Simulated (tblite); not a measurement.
A tight-binding relaxation on `CC[Si@H](C[SiH3])CBF`.

Computed with GFN2-xTB geometry optimisation, gas phase (tblite 0.8.0). Start geometry: from a force field or distance geometry. A driver script takes a list of jobs; this job's settings line and coordinates (Å) are shown.

Command:
```bash
OMP_NUM_THREADS=1 python probes_run.py task.json out
```

Input:
```
{"job": {"kind": "relax", "xc": "GFN2-xTB", "basis": "xTB"}, "charge": 0, "multiplicity": 1}
C      2.388300    -1.392500     0.448600
C      1.688500    -0.478800    -0.573600
Si     0.422600     0.611900     0.262100
C     -0.875300    -0.389300     1.164600
Si    -1.775300    -1.553000     0.017500
C     -0.384900     1.703800    -1.042900
B     -1.441400     2.676600    -0.371800
F     -2.827400     2.603100    -0.744300
H      3.163500    -1.996000    -0.061400
H      1.640500    -2.084500     0.913900
H      2.862700    -0.786200     1.242600
H      2.447500     0.160600    -1.051500
H      1.194100    -1.098700    -1.333100
H      1.103500     1.475300     1.231100
H     -1.612200     0.296000     1.647000
H     -0.380900    -0.990900     1.978500
H     -2.458800    -0.772000    -1.030000
H     -2.772800    -2.324000     0.770200
H     -0.820000    -2.481300    -0.599600
H     -0.873900     1.070700    -1.793900
H      0.402200     2.317400    -1.531800
H     -1.100800     3.451400     0.456700
```

Output:
```
step      E/eV     max force
  0    -684.19809    3.048
  1    -684.45587    1.687
  2    -684.53359    1.420
  3    -684.55948    0.416
  4    -684.57565    0.246
  5    -684.58272    0.262
  6    -684.58924    0.186
  7    -684.59291    0.157
  8    -684.59622    0.144
  9    -684.59901    0.140
... (58 lines left out)
 68    -684.67101    0.013
 69    -684.67103    0.014
 70    -684.67106    0.011
 71    -684.67109    0.014
 72    -684.67112    0.012
 73    -684.67114    0.012
 74    -684.67116    0.013
 75    -684.67119    0.012
 76    -684.67122    0.014
 77    -684.67125    0.010
```

«max force» is the largest atomic force in eV/Å.

Q: From which step on does the largest force stay under 0.1 eV/Å, and how much energy is left to gain from there?

A: From step 29 (0.072 eV/Å), 9.7 meV above the end.

In short: energy lowered by 10.9 kcal/mol over 77 steps; largest atomic force 0.010 eV/Å at the end.

Q: Give the final coordinates.

A: 0.199 Å rms from the input after alignment:
```
atom  x, y, z in Å
C1     2.3980   -1.4144    0.4113
C2     1.7385   -0.4430   -0.5590
Si3    0.4385    0.6633    0.2917
C4    -0.9174   -0.3698    1.1341
Si5   -1.8752   -1.5785    0.0166
C6    -0.3239    1.7983   -1.0597
B7    -1.4306    2.6395   -0.3870
F8    -2.6535    2.1393   -0.2788
H9     3.1558   -2.0153   -0.0892
H10    1.6589   -2.0874    0.8383
H11    2.8752   -0.8740    1.2250
H12    2.5130    0.1737   -1.0174
H13    1.2783   -1.0131   -1.3678
H14    1.1147    1.5092    1.3009
H15   -1.6385    0.3140    1.5819
H16   -0.4780   -0.9302    1.9593
H17   -2.5684   -0.8683   -1.0561
H18   -2.8509   -2.3092    0.8325
H19   -0.9417   -2.5500   -0.5663
H20   -0.7123    1.1455   -1.8386
H21    0.4778    2.3963   -1.4829
H22   -1.2687    3.6931    0.1103
```

Time: 0.58 s. Hardware: one thread of an Arm Neoverse V2, no GPU (shared host).
Labels such as C1 count atoms from 1, the log's own numbers from 0.
